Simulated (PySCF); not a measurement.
Predicted microwave data (PySCF 2.14.0, PBE0-D3(BJ)/def2-SVP geometry optimisation, gas phase) for one isomer of C9H14:

- Rotational constants: A = 1683, B = 1677, C = 1172 MHz
- Dipole components: |μa| = 0.05 D, |μb| = 0.08 D, |μc| = 0.16 D
- Inertial defect: -170.28 u·Å²
- κ: 0.98

Task: Which structure is it? (One computed conformer of each.)
A. `[CH3:1]/[C:2]1=[CH:3]/[CH2:4][CH2:5]/[CH:6]=[CH:7]\[CH2:8][CH2:9]1` with C2–C3–C4–C5 -75°, C3–C4–C5–C6 98°, C4–C5–C6–C7 -66°, C6–C7–C8–C9 67°
B. `[CH2:1]=[CH:2][C@@H:3]1[CH2:4][C@H:5]2[CH2:6][C@@:7]2([CH3:8])[CH2:9]1` with C1–C2–C3–C4 127°, C2–C3–C4–C5 -159°, C3–C4–C5–C6 -45°, C4–C5–C6–C7 96°, C5–C6–C7–C8 113°
C. `[CH2:1]=[CH:2][C:3]([CH3:4])([CH:5]=[CH2:6])[CH:7]1[CH2:8][CH2:9]1` with C1–C2–C3–C4 129°, C2–C3–C5–C6 -122°, C2–C3–C7–C8 -89°

Result: C. It is C=CC(C)(C=C)C1CC1, point group C1. The candidates at the same level (rigid rotor, commonest isotopes):

| SMILES | A (MHz) | B (MHz) | C (MHz) | μa (D) | μb (D) | μc (D) | Δ (u·Å²) | point group | rotor |
| --- | --- | --- | --- | --- | --- | --- | --- | --- | --- |
| C=CC(C)(C=C)C1CC1 | 1683 | 1677 | 1172 | 0.05 | 0.08 | 0.16 | -170.28 | C1 | – |
| C/C1=C/CC/C=C\CC1 | 2428 | 1404 | 984.8 | 0.21 | 0.17 | 0.05 | -55.00 | C1 | asymmetric top |
| C=C[C@@H]1C[C@H]2C[C@@]2(C)C1 | 3218 | 1140 | 958.8 | 0.33 | 0.09 | 0.05 | -73.46 | C1 | asymmetric top |

`C/C1=C/CC/C=C\CC1` has A 44 % too high; `C=C[C@@H]1C[C@H]2C[C@@]2(C)C1` has A 91 % too high. No structure here is proved a minimum.
